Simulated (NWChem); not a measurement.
System: SiHBr, singlet; SMILES Br[SiH]

Computed with NWChem. Pople sets run with spherical d functions. Low-valent species are run as closed-shell singlets; no triplet was tried in these runs. This build's default masses of Se (78.918 u) and Br (79.917 u) are each other's, which moves their modes by up to 0.6 %. Each level has its own optimisation; frequencies are unscaled.

```tsv
level	r H–Si (Å)	r Br–Si (Å)	highest harmonic frequency (cm⁻¹)	lowest (cm⁻¹)	zero-point energy (kcal/mol)	dipole (D)
B3LYP/6-31G*	1.531	2.278	2042	396	4.6	1.43
Hartree-Fock/STO-3G	1.461	2.230	2723	522	6.2	2.48
PBE0/def2-TZVP	1.527	2.245	2031	410	4.6	1.02
LDA (Slater exchange, VWN5)/def2-SVP	1.553	2.242	1942	420	4.4	0.73
PBE-D3(BJ)/def2-SVP	1.552	2.270	1943	…	4.4	…
```

Fill in the missing entries.


- PBE-D3(BJ)/def2-SVP, lowest (cm⁻¹): 403
- PBE-D3(BJ)/def2-SVP, dipole (D): 0.83
